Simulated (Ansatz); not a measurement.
CH7HfNO3, SMILES `C[NH][Hf]([OH])([OH])[OH]` at its PBE0-D4/def2-TZVP geometry, where that method's forces vanish. The species carries charge 0 and has multiplicity 1. Hf: def2 effective core potential.

```xyz
13

C     1.8390    1.0631   -0.0263
N     0.7443    0.4700    0.7122
Hf   -0.8553   -0.5702    0.0003
O    -2.2889    0.6371   -0.5264
O    -1.4659   -1.6829    1.4651
O    -0.2401   -1.5164   -1.5768
H     1.7257    0.8553   -1.0941
H     1.8836    2.1541    0.0867
H     2.8137    0.6570    0.2724
H     0.8595    0.6017    1.7087
H    -2.5863    1.5396   -0.5874
H    -2.1031   -2.1967    1.9496
H    -0.3262   -2.0117   -2.3840
```

Problem. What forces (eV/Å) does ωB97M-V/def2-TZVPP give on these atoms in Ansatz 0.2.0? (Estimate.)

Solution. Computed: 
```
C1   0.298  0.170 -0.162
N2  -0.123 -0.074  0.210
Hf3  0.010  0.026  0.009
O4  -0.080  0.117 -0.030
O5  -0.080 -0.093  0.085
O6   0.011 -0.085 -0.123
H7   0.008  0.015  0.071
H8  -0.001 -0.104 -0.016
H9  -0.090  0.041 -0.030
H10  0.012  0.004 -0.027
H11 -0.015 -0.035 -0.008
H12  0.028  0.007  0.005
H13  0.022  0.012  0.016
```
